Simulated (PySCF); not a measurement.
Compound: C3H9B2F.
SMILES: `BBCCCF`

Torsions of this conformer, `[BH2:1][BH:2][CH2:3][CH2:4][CH2:5][F:6]`: B1–B2–C3–C4 -5°, B2–C3–C4–C5 177°, C3–C4–C5–F6 -68°.

The closed-shell ground state was solved at several levels (PySCF, density fitting, gas phase, non-relativistic). The structure is a single GFN2-xTB conformer in the gas phase; no vibrational or solvent corrections.

```csv
level,basis functions,HOMO (eV),LUMO (eV),gap (eV),dipole (D)
B3LYP/pcJ-1,252,-8.11,-1.87,6.24,1.57
CAM-B3LYP/def2-SVPD,195,-9.75,-0.58,9.17,1.66
```

Task: Estimate the row for PBE0/pcSseg-1, a basis of 147 functions; the other rows only guide the guess.

Result: HOMO -8.29 eV, LUMO -1.64 eV, gap 6.65 eV, dipole 1.59 D.

Task: Over all these levels, which gives the widest orbital gap and which the narrowest?

Result: CAM-B3LYP/def2-SVPD (range-separated hybrid) has the widest, 9.17 eV, and B3LYP/pcJ-1 (global hybrid, 20 % exact exchange) the narrowest, 6.24 eV. Functional and basis both differ between the two, so the spread mixes both effects.

Task: How far do the dipole and the HOMO energy spread over the levels?

Result: The dipole runs from 1.57 to 1.66 D (mean 1.61 D) and the HOMO from -9.75 to -8.11 eV.
